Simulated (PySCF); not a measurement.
Job file and geometry (Å, from GFN2-xTB) of an NMR shielding run on `InChI=1S/C6H11NO2Si/c1-3-5-9-10(7,8)6-4-2/h3,8H,1,5,7H2,2H3/t10-/m1/s1`, PySCF, GIAO PBE0/pcSseg-1 NMR shielding, non-relativistic, gas phase; density fitting, a coarse starting grid and PySCF grid level 2 are the driver's defaults:

```
$ OMP_NUM_THREADS=1 python probes_run.py task.json out

{"job": {"kind": "nmr", "xc": "PBE0", "basis": "pcSseg-1"}, "charge": 0, "multiplicity": 1}
C     -2.793344     0.614300    -1.329984
C     -1.855659     0.673800    -0.404379
C     -2.083390     0.321748     1.032898
O     -0.911426     0.115054     1.759291
Si     0.396314    -0.787741     1.403667
N     -0.066879    -2.375137     0.897780
O      1.191440    -0.959179     2.810119
C      1.530661     0.070335     0.200598
C      2.323448     0.551126    -0.571359
C      3.272913     1.135924    -1.496497
H     -2.601712     0.890747    -2.348796
H     -3.798934     0.286163    -1.103513
H     -0.848407     0.997589    -0.628463
H     -2.715958    -0.573081     1.099820
H     -2.616546     1.149708     1.526357
H      0.647413    -3.082644     0.921404
H     -0.593290    -2.469770     0.046650
H      0.938241    -0.394208     3.536536
H      4.052675     1.662634    -0.947063
H      2.778082     1.841471    -2.167265
H      3.745437     0.348105    -2.083570
```

Problem. Write the output of this run.

Solution. 
```
coarse grid: 18200 points
cycle   1  E = -729.0207951292  dE =  1.405e+00  |g| = 1.031e+00  |ddm| = 4.478e+00
cycle   2  E = -728.8707080457  dE =  1.501e-01  |g| = 1.381e+00  |ddm| = 2.022e+00
cycle   3  E = -729.2175543113  dE = -3.468e-01  |g| = 1.612e-01  |ddm| = 1.333e+00
cycle   4  E = -729.2225418502  dE = -4.988e-03  |g| = 7.086e-02  |ddm| = 1.807e-01
cycle   5  E = -729.2234326810  dE = -8.908e-04  |g| = 3.723e-02  |ddm| = 7.105e-02
cycle   6  E = -729.2237675917  dE = -3.349e-04  |g| = 5.180e-03  |ddm| = 3.227e-02
cycle   7  E = -729.2237724834  dE = -4.892e-06  |g| = 2.207e-03  |ddm| = 5.501e-03
final grid: 171680 points
cycle   8  E = -729.3018371424  dE = -3.157e-05  |g| = 1.400e-02  |ddm| = 4.104e-02
cycle   9  E = -729.3017962595  dE =  4.088e-05  |g| = 2.051e-02  |ddm| = 2.559e-02
cycle  10  E = -729.3018750646  dE = -7.881e-05  |g| = 1.502e-03  |ddm| = 1.548e-02
cycle  11  E = -729.3018755605  dE = -4.959e-07  |g| = 2.428e-04  |ddm| = 1.331e-03
cycle  12  E = -729.3018755654  dE = -4.904e-09  |g| = 1.854e-04  |ddm| = 2.980e-04
cycle  13  E = -729.3018755728  dE = -7.354e-09  |g| = 5.311e-05  |ddm| = 1.487e-04
cycle  14  E = -729.3018755734  dE = -6.135e-10  |g| = 2.016e-05  |ddm| = 5.886e-05
converged SCF energy = -729.3018755734

GIAO shielding tensors (ppm)
atom      isotropic    diamagn.    paramagn.     s11        s22        s33       span
  0 C       68.526     254.248    -185.722    -46.780     81.655    170.702    217.482
  1 C       36.607     260.976    -224.369    -79.959     45.744    144.037    223.996
  2 C      118.448     241.509    -123.062     90.476    108.315    156.552     66.075
  3 O      280.084     399.417    -119.333    243.633    270.780    325.839     82.206
  4 Si     410.349     882.057    -471.708    380.754    419.561    430.732     49.978
  5 N      236.673     321.590     -84.917    214.119    231.678    264.221     50.102
  6 O      284.629     387.323    -102.694    258.197    278.468    317.222     59.025
  7 C       97.419     265.956    -168.537      7.432     11.610    273.216    265.784
  8 C       80.403     275.306    -194.904    -11.567     -6.787    259.563    271.130
  9 C      181.056     252.186     -71.131    172.298    173.397    197.472     25.173
 10 H       26.399      32.245      -5.846     23.148     25.427     30.623      7.475
 11 H       26.392      30.208      -3.816     23.241     25.696     30.241      7.000
 12 H       24.607      37.648     -13.041     21.916     22.577     29.328      7.412
 13 H       26.890      30.183      -3.292     22.651     26.176     31.843      9.192
 14 H       26.718      28.079      -1.362     21.592     26.651     31.910     10.318
 15 H       30.900      30.810       0.090     24.519     26.567     41.613     17.094
 16 H       31.188      35.243      -4.055     24.508     28.140     40.916     16.408
 17 H       29.726      31.184      -1.458     21.683     24.439     43.056     21.373
 18 H       29.672      26.487       3.185     24.541     27.879     36.596     12.054
 19 H       29.694      31.352      -1.658     24.533     28.278     36.271     11.738
 20 H       29.689      28.245       1.444     24.600     28.008     36.459     11.859
```

Size and cost of the density-fitted run: 232 basis functions, 98 s wall time on 1 thread of an Arm Neoverse N1, shared host; peak memory 1.1 GiB.
